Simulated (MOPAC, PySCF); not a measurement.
C$_{4}$H$_{5}$BO$_{2}$, SMILES `c1(O)cocc1B`, neutral singlet in the gas phase. 

Cartesian coordinates (Å):
```xyz
12

B     -1.8931    -0.0320    -0.0078
C     -0.3975    -0.2735    -0.0078
C      0.2941    -1.4867    -0.0334
O      1.6187    -1.3012    -0.0242
C      1.8641     0.0623     0.0084
C      0.6616     0.7306     0.0194
O      0.4860     2.0660     0.0498
H     -2.6911    -0.9482    -0.0320
H     -2.3228     1.1155     0.0173
H     -0.0518    -2.5268    -0.0589
H      2.9118     0.3704     0.0194
H     -0.4801     2.2237     0.0499
```
Charge 0, spin multiplicity 1.

All levels are single points at this geometry (PBE-D3(BJ)/def2-SVP); Pople sets use spherical d functions. Orbital energies aren't observables, and empty levels follow the basis.

M06-2X/6-31G* in PySCF gives dipole (D) = 0.82.

**Question.** Estimate the dipole (D) from each of these levels: PBE-D3(BJ)/def2-TZVP in PySCF; B3LYP/6-311+G** in PySCF; B3LYP/6-31G* in PySCF; BP86/6-31G* in PySCF; PBE/6-31G* in PySCF; SVWN5/6-31G* in PySCF; HF/3-21G in PySCF; HF/6-31G* in PySCF; AM1 in MOPAC; PM3 in MOPAC; PM6 in MOPAC; PM7 in MOPAC.

**Answer.** 
| level | dipole (D) |
|---|---|
| PBE-D3(BJ)/def2-TZVP in PySCF | 0.49 |
| B3LYP/6-311+G** in PySCF | 0.78 |
| B3LYP/6-31G* in PySCF | 0.61 |
| BP86/6-31G* in PySCF | 0.47 |
| PBE/6-31G* in PySCF | 0.46 |
| SVWN5/6-31G* in PySCF | 0.48 |
| HF/3-21G in PySCF | 1.49 |
| HF/6-31G* in PySCF | 1.32 |
| AM1 in MOPAC | 1.19 |
| PM3 in MOPAC | 1.18 |
| PM6 in MOPAC | 1.34 |
| PM7 in MOPAC | 1.41 |
